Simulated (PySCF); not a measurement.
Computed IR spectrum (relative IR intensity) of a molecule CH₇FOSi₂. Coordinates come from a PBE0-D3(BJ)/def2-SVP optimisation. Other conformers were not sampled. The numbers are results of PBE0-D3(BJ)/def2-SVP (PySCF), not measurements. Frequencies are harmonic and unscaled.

| ν (cm⁻¹) | relative intensity |
|---|---|
| 280 | 3.5 |
| 346 | 5.9 |
| 724 | 5.4 |
| 735 | 9.7 |
| 777 | 32 |
| 845 | 4.1 |
| 902 | 81 |
| 940 | 23 |
| 950 | 25 |
| 953 | 38 |
| 997 | 65 |
| 1120 | 100 |
| 1273 | 13 |
| 1424 | 2.1 |
| 2228 | 26 |
| 2250 | 26 |
| 2258 | 27 |
| 2293 | 32 |

Which structure fits?
A) O[SiH2][C@H](F)[SiH3]
B) C[Si@@H](O)[SiH2]F
C) OC[Si@H](F)[SiH3]
D) C[SiH](F)O[SiH3]

D, C[SiH](F)O[SiH3]
